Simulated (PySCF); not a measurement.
Species: C4H11BS.
SMILES: `CSBC(C)C`

All values: CAM-B3LYP/def2-SVPD (PySCF, non-relativistic), on one gas-phase PBE0-D3(BJ)/def2-SVP geometry that isn't relaxed in the solvent. The solvent is an IEF-PCM continuum (cavity from Bondi-type radii × 1.2), and excitations are vertical TDDFT with non-equilibrium linear response and a frozen core. Only the electrostatic response of the medium enters.

Gas-phase singlets (H = HOMO, L = LUMO):

| state | E (eV) | λ (nm) | f | leading configuration |
| --- | --- | --- | --- | --- |
| S1 | 5.940 | 209 | 0.003 | H-1→L 94% |
| S2 | 6.124 | 202 | 0.185 | H→L 93% |
| S3 | 6.608 | 188 | 0.002 | H-2→L 63% |
| S4 | 6.761 | 183 | 0.001 | H→L+1 54% |
| S5 | 7.305 | 170 | 0.058 | H→L+2 63% |

Q: Give the list for chloroform (ε = 4.711), n² = 2.09.

A: 
```
state  E (eV)  λ (nm)      f  leading configuration  change by rank (eV)
   S1   5.895     210  0.007              H-1→L 92%               -0.045
   S2   6.052     205  0.241                H→L 92%               -0.072
   S3   6.603     188  0.002              H-2→L 77%               -0.005
   S4   6.827     182  0.003              H→L+1 55%               +0.066
   S5   7.222     172  0.083              H→L+2 59%               -0.083
```

Q: The ground-state energy changes by -0.076 eV from gas to chloroform. By how much does the total energy of gas-phase S1 change?

A: E(S1) = E(S0) + excitation energy, so it changes by -0.076 − 0.045 = -0.121 eV: it is lowered more than the ground state, which is what a red shift means. This is the vertical state, with the slow part of the continuum still set for S0.

Q: How do the frontier levels move from gas to chloroform?

A: 
```tsv
orbital	gas (eV)	solvent (eV)	change (eV)
LUMO+2	1.52	1.49	-0.03
LUMO+1	0.98	1.14	+0.16
LUMO	0.36	0.40	+0.04
HOMO	-8.85	-8.84	+0.01
HOMO-1	-9.43	-9.36	+0.07
HOMO-2	-10.31	-10.23	+0.08
HOMO-3	-11.05	-10.90	+0.15
```

The HOMO–LUMO gap goes from 9.21 to 9.24 eV.

The values belong to the conformer `[CH3:1][S:2][BH:3][CH:4]([CH3:5])[CH3:6]`: C1–S2–B3–C4 -3°, S2–B3–C4–C5 -90°.
